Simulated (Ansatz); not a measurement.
Basis-set extrapolation for `C[Si](C)O` radical (PBE0-D4/def2-TZVP geometry, frozen core, Ansatz 0.2.0). Multiplicity 2, UHF reference.

```csv
,def2-TZVPP,def2-QZVPP
HF,-443.714504,-443.731592
MP2 correlation,-0.701196,-0.751746
CCSD(T) correlation,-0.768241,not run
```

Energies in hartree. Use E(X) = E(∞) + A·exp(−7.88·√X) for Hartree–Fock and E(X) = E(∞) + B·X^(−2.97) for correlation, with X = 3 and 4, and add CCSD(T) minus MP2 of the smaller set to the MP2 limit.

Problem. What is the CCSD(T) energy at the basis-set limit?

Solution. HF limit: -443.731592 + (-0.017088) × 0.13774 = -443.73395. MP2 limit: -0.751746 + (-0.050550) × 0.74074 = -0.78919. Higher-order term: -0.768241 − (-0.701196) = -0.06704. Total: -444.59018 hartree, 2.92 eV below CCSD(T)/def2-TZVPP.
